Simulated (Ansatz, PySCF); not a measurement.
Gas-phase reaction (SMILES): CC(C)(C)[Si](F)(F)F + O (H2O) -> O[Si](F)(F)F + CC(C)C; water cleaves one Si-C bond, a model of a ligand-exchange step.

Each molecule is optimised on its own at B3LYP-D3(BJ)/def2-TZVP (Ansatz, a program for electronic structure), one conformer each, not searched for the lowest. Cores are frozen in the correlated levels unless marked. Spin-orbit coupling is left out. Non-relativistic. CBS marks a two-point X^-3 extrapolation of the correlation energy; Hartree-Fock from the larger set. [CCSD(T)-MP2]/basis is that difference in the basis named. Thermal terms are rigid-rotor harmonic-oscillator values from B3LYP-D3(BJ) frequencies (Ansatz or PySCF) at 298.15 K and 1 atm. 1 Eh = 627.5095 kcal/mol.

| species | E, RI-MP2/CBS(cc-pV(T+d)Z,cc-pV(Q+d)Z)+[CCSD(T)-MP2]/cc-pV(T+d)Z (Ansatz) (Eh) | E, B3LYP-D3(BJ)/def2-TZVPD (Ansatz + dftd3) (Eh) | H - E (Eh) |
|---|---|---|---|
| CC(C)(C)[Si](F)(F)F | -746.31548 | -747.35461 | 0.14207 |
| O (H2O) | -76.37659 | -76.46738 | 0.02495 |
| O[Si](F)(F)F | -664.49363 | -665.32541 | 0.03005 |
| CC(C)C | -158.24115 | -158.53723 | 0.13782 |

**Question.** Work out ΔE and ΔH at 298.15 K at the first level, then ΔH at the second.

**Answer.** 
1. ΔE = [(-664.49363) + (-158.24115)] - [(-746.31548) + (-76.37659)] = -0.04271 Eh = -26.8 kcal/mol at RI-MP2/CBS(cc-pV(T+d)Z,cc-pV(Q+d)Z)+[CCSD(T)-MP2]/cc-pV(T+d)Z.
2. The terms H - E add up to 0.00085 Eh, so ΔH = (-0.04271 + (0.00085))×627.5095 = -26.3 kcal/mol.
3. At B3LYP-D3(BJ)/def2-TZVPD the same steps give ΔE = -25.5 and ΔH = -25.0 kcal/mol, a shift of +1.3 from the first level.
4. These values are not checked against measurement here, since the tables used lack a sound gas-phase enthalpy of formation for at least one species.
